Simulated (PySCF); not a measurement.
B3LYP has the VWN-RPA correlation part, as in Gaussian. Excitations are Tamm–Dancoff values on a coarser integration grid. The basis has no diffuse functions, so Rydberg states are missing or too high.

Z-matrix (Å, degrees):
```
C
C 1 1.3260
H 2 1.0833 1 121.54
H 2 1.0857 3 117.07 1 179.88
H 1 1.0871 2 120.15 3 -0.91
C 1 1.4860 5 115.95 2 178.54
H 6 1.0910 1 111.43 5 175.91
H 6 1.0937 7 107.80 1 122.11
S 6 1.8193 7 110.05 8 112.58
H 9 1.3423 6 96.19 7 67.91
```
Charge 0, spin multiplicity 1.

**Question.** What T1 excitation (TDA), HOMO, S1 excitation (TDA), S1–T1 gap (TDA) and total energy does B3LYP-D3(BJ)/def2-TZVP // PBE0-D4/def2-TZVP in PySCF give?

**Answer.** 
The T1 excitation (TDA) is 4.36 eV and the HOMO comes out as -6.61 eV. The S1 excitation (TDA) comes out as 5.28 eV and the S1–T1 gap (TDA) is 0.92 eV. The total energy is -516.1872 Ha.
